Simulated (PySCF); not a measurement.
Can point charges reproduce the dipole moment of `CO[C@H](CC#N)C(N)=O`?

Coordinates (GFN2-xTB, Å) and charges (e) from the PBE0/pcSseg-1 density (PySCF):

| atom | x | y | z | Mulliken | IAO | Hirshfeld | ESP-fitted |
| --- | --- | --- | --- | --- | --- | --- | --- |
| C1 | 1.722 | -1.198 | 0.432 | -0.0357 | -0.2070 | -0.0367 | -0.1915 |
| O2 | 0.697 | -0.353 | 0.902 | -0.5194 | -0.3971 | -0.1266 | -0.3062 |
| C3 | 0.002 | 0.330 | -0.121 | -0.0055 | +0.0469 | +0.0476 | +0.1514 |
| C4 | -0.607 | 1.613 | 0.477 | -0.1213 | -0.3008 | -0.0447 | -0.5552 |
| C5 | 0.434 | 2.558 | 0.793 | +0.0575 | +0.1457 | +0.0844 | +0.5004 |
| N6 | 1.277 | 3.293 | 1.027 | -0.2427 | -0.2455 | -0.2286 | -0.4969 |
| C7 | -1.147 | -0.510 | -0.712 | +0.3763 | +0.4200 | +0.1648 | +0.6505 |
| N8 | -1.563 | -1.489 | 0.110 | -0.3732 | -0.5035 | -0.1672 | -0.8078 |
| O9 | -1.630 | -0.270 | -1.794 | -0.4128 | -0.4984 | -0.2977 | -0.5634 |
| H10 | 1.330 | -1.976 | -0.233 | +0.0998 | +0.1273 | +0.0372 | +0.0778 |
| H11 | 2.487 | -0.625 | -0.104 | +0.1171 | +0.1383 | +0.0478 | +0.1270 |
| H12 | 2.165 | -1.657 | 1.313 | +0.1307 | +0.1653 | +0.0566 | +0.1398 |
| H13 | 0.681 | 0.605 | -0.941 | +0.1467 | +0.1509 | +0.0501 | +0.0925 |
| H14 | -1.292 | 2.059 | -0.247 | +0.1917 | +0.1957 | +0.0737 | +0.2200 |
| H15 | -1.151 | 1.361 | 1.391 | +0.1734 | +0.1848 | +0.0662 | +0.2043 |
| H16 | -2.309 | -2.101 | -0.172 | +0.2016 | +0.2901 | +0.1468 | +0.3935 |
| H17 | -1.102 | -1.626 | 0.995 | +0.2157 | +0.2873 | +0.1265 | +0.3638 |

Compute μ = Σ q r for each scheme (1 e·Å = 4.803 D) and compare with the dipole of the full density.

The full density gives (-1.15, -4.53, 1.40) D, 4.88 D in size; dipole vectors point from the negative to the positive end.

| scheme | μx | μy | μz | size (D) | share of the full size (%) | angle to the full dipole (°) |
| --- | --- | --- | --- | --- | --- | --- |
| Mulliken | -0.74 | -3.31 | 0.28 | 3.41 | 70 | 12 |
| IAO | -0.29 | -3.79 | 1.35 | 4.04 | 83 | 10 |
| Hirshfeld | -0.70 | -3.35 | 1.25 | 3.65 | 75 | 4 |
| ESP-fitted | -1.11 | -4.50 | 1.40 | 4.84 | 99 | 0 |

Which set comes closest?

Length of the difference vector: ESP-fitted 0.04 D, IAO 1.13 D, Hirshfeld 1.26 D, Mulliken 1.70 D. Closest: ESP-fitted. ESP charges are fitted to the potential around the molecule, whose slowest-falling term is the dipole's. 

What is left for the Hirshfeld atoms' own dipoles?

The shares of the density sum to the whole, so what Σ q r misses lies in dipoles about the nuclei. The atomic dipoles sum to (-1.15, -4.53, 1.40) − (-0.70, -3.35, 1.25) = (-0.45, -1.18, 0.15) D, 1.26 D in size.

With the origin at the mean of the coordinates, (0.000, 0.001, 0.183) Å, which are the largest single terms, by size, of the IAO dipole along the direction of the full one?

N8 -4.19, N6 +3.67, H16 +3.34, H17 +2.76, C4 +1.83 D; all 17 atoms together +3.98 D. The single terms depend on the origin, their sum doesn't.

Give the size of the full dipole in other units.

4.88 D = 1.919 au = 1.015 e·Å = 16.27 × 10⁻³⁰ C·m.

The structure is a single GFN2-xTB conformer in the gas phase; no vibrational or solvent corrections.

The values belong to the conformer `[CH3:1][O:2][C@H:3]([CH2:4][C:5]#[N:6])[C:7]([NH2:8])=[O:9]`: C1–O2–C3–C4 -155°, O2–C3–C4–C5 70°, O2–C3–C7–N8 21°, H–N8–C7–C3 180°, H–N8–C7–C3 -2°.
